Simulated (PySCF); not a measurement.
AgF, SMILES [F][Ag], multiplicity 1. Coordinates come from a PBE-D3(BJ)/def2-TZVPD optimisation. The multiplicity is an assumed one; other spin states were not compared. The def2 effective core potentials stand for the cores of Ag; spin–orbit coupling is left out.

Computed equilibrium geometry at PBE-D3(BJ)/def2-TZVPD (PySCF confirms it by a frequency run) as bond lengths and angles, and its point group:
point group C∞v.
Atoms: Ag1 F2. Bond lengths (Å): Ag1–F2 1.998.
